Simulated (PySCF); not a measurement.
Te(OMe)2 (C₂H₆O₂Te), SMILES CO[Te]OC. Coordinates come from a PBE-D3(BJ)/def2-SVP optimisation. The def2 effective core potentials stand for the cores of Te; spin–orbit coupling is left out. Other conformers were not sampled.

Computed equilibrium geometry at PBE-D3(BJ)/def2-SVP (PySCF confirms it by a frequency run) as Cartesian coordinates in Å, and its point group (one conformer of several):
point group C2.
```xyz
11

Te     0.0000     0.0000     0.6768
O     -1.3776    -0.6755    -0.6429
C     -2.1498     0.3120    -1.3172
H     -2.7374     0.9539    -0.6217
H     -2.8594    -0.2356    -1.9738
H     -1.5229     0.9736    -1.9557
O      1.3776     0.6755    -0.6429
C      2.1498    -0.3120    -1.3172
H      2.7374    -0.9539    -0.6217
H      2.8594     0.2356    -1.9738
H      1.5229    -0.9736    -1.9557
```
Charge 0, spin multiplicity 1.
